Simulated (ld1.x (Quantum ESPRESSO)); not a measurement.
# Transferability test, ultrasoft potential for bismuth (Bi)

| Quantity | Value |
| --- | --- |
| Element | bismuth |
| Generator | ld1.x (Quantum ESPRESSO) 7.5 |
| Type | ultrasoft |
| Functional | PBEsol |
| Relativity | fully relativistic |
| Frozen core | [Xe] 4f14 |
| Valence charge | 15 |
| Reference configuration | 5d10 6s1 6p4 |
| Partial waves | 6s (bound): rcut 1.50, rcutus 2.00 bohr; 6s channel at -0.25 Ry: rcut 1.50, rcutus 2.00 bohr; 6p (bound): rcut 1.85, rcutus 2.50 bohr; 6p channel at 0.4 Ry: rcut 1.85, rcutus 2.50 bohr; 5d (bound): rcut 1.25, rcutus 1.45 bohr; 5d channel at -0.75 Ry: rcut 1.25, rcutus 1.45 bohr |
| Local potential | all-electron potential smoothed inside 1.75 bohr (lloc = -1) |
| Core correction | a·sin(br)/r model core inside 0.85 bohr |
| Augmentation charge | built from norm-conserving waves at rcut, not smoothed further |

Open shells are filled in proportion to 2j + 1 (rel_dist='average').

Energies are relative to the spin-unpolarised reference configuration 5d10 6s1 6p4; without spin polarisation the order of configurations can differ from experiment.

| valence configuration | charge | ΔE all-electron (eV) | error AE − PS (meV) |
| --- | --- | --- | --- |
| 5d10 6s2 6p2 | +1 | -1.793 | -4.0 |
| 5d10 6s2 6p1 | +2 | 13.676 | -7.1 |
| 5d9 6s2 6p4 | 0 | 13.971 | -91 |
| 5d10 6s0 6p5 | 0 | 10.213 | -3.4 |
| 5d10 6s2 6p3.3 | -0.3 | -11.031 | -2.6 |

Question: What are ΔE and the potential's error for 5d10 6s2 6p0?

Answer: ΔE = 37.254 eV all-electron; the error (AE − PS) is -14 meV.

Question: What are ΔE and the potential's error for 5d10 6s2 6p3?

Answer: ΔE = -9.889 eV all-electron; the error (AE − PS) is -3.0 meV.

Levels in the configuration 5d10 6s0 6p5:

```json
{"level": "5d j=3/2", "all-electron (eV)": "-31.824", "pseudo (eV)": "-31.864"}
{"level": "5d j=5/2", "all-electron (eV)": "-28.778", "pseudo (eV)": "-28.814"}
{"level": "6p j=1/2", "all-electron (eV)": "-7.515", "pseudo (eV)": "-7.515"}
{"level": "6p j=3/2", "all-electron (eV)": "-5.286", "pseudo (eV)": "-5.286"}
```

Note: ghost state, extra bound levels that the all-electron valence spectrum of the same l lacks: s at -32.5 eV. A true bound ghost makes a file unfit for plane-wave use.
